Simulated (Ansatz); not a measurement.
Molecule: CHBr2, net charge 0, doublet state. It need not be the lowest isomer of its formula. SMILES: [CH](Br)Br
Structure (B3LYP-D3(BJ)/def2-TZVP (Ansatz, a program for electronic structure) minimum search):
```xyz
4

C      0.5750    -0.2201     0.5525
Br     0.5158     1.5375    -0.0688
Br    -0.6416    -1.4894    -0.0703
H      0.9513    -0.3645     1.5533
```
Charge 0, spin multiplicity 2.

Computed values are from Ansatz. Correlated levels leave the core frozen unless marked. UHF or UKS for open shells. No spin-orbit coupling. Frozen are the shells of the preceding noble gas and the d and f shells that filled before the atom's block. No relativistic terms. Basis-set limits of correlation are two-point, X^-3; Hartree-Fock from the larger set. The bracket is a focal-point correction in the basis named.

The atomisation energy De comes out as 241.8 kcal/mol at RI-MP2/CBS(cc-pVTZ,cc-pVQZ)+[CCSD(T)-MP2]/cc-pVTZ and the total energy is -5183.9423 Eh at RI-MP2/CBS(cc-pVTZ,cc-pVQZ)+[CCSD(T)-MP2]/cc-pVTZ. The dipole moment is 0.76 D at CCSD(T)/aug-cc-pVDZ and the T1 diagnostic is 0.019 at CCSD/def2-TZVPP.
